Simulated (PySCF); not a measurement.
**SeCl and its ions**

PBE0; Se x2c-SVPall, Cl x2c-SVPall; spin-free X2C with a Gaussian nucleus (PySCF 2.14). Neutral (UKS): doublet (π ↑), Re = 2.145 Å, ωe = 442 cm⁻¹, De = 2.69 eV, HOMO -6.66 eV, LUMO -4.39 eV.

SeCl⁺ (UKS): triplet (π ↑↑), Re = 2.048 Å, ωe = 519 cm⁻¹, De = 3.04 eV to Se⁺ + Cl. The energies at the minima are -2890.44341 hartree for SeCl and -2890.10437 for SeCl⁺.

(1) Work out the adiabatic ionisation energy, without and with harmonic zero-point energies (1 hartree = 27.2114 eV, 1 eV = 8065.5 cm⁻¹), and the change of the bond length.

Spin–orbit coupling is left out. For an ion De counts to the pair picked by the measured ionisation energies or electron affinities, which need not be the lowest pair at this level. States were picked by a PBE0 search and need not be the measured ground states.

## Answers

(1) At PBE0: 0.33904 hartree = 9.226 eV between the minima; the zero-point term (519.0 − 442.0)/2 cm⁻¹ = +0.005 eV makes it 9.231 eV. Re changes by -9.7 pm against the neutral. The electron leaves a π orbital, and the shorter bond of the ion fits an antibonding orbital, or a change in how ionic the bond is.
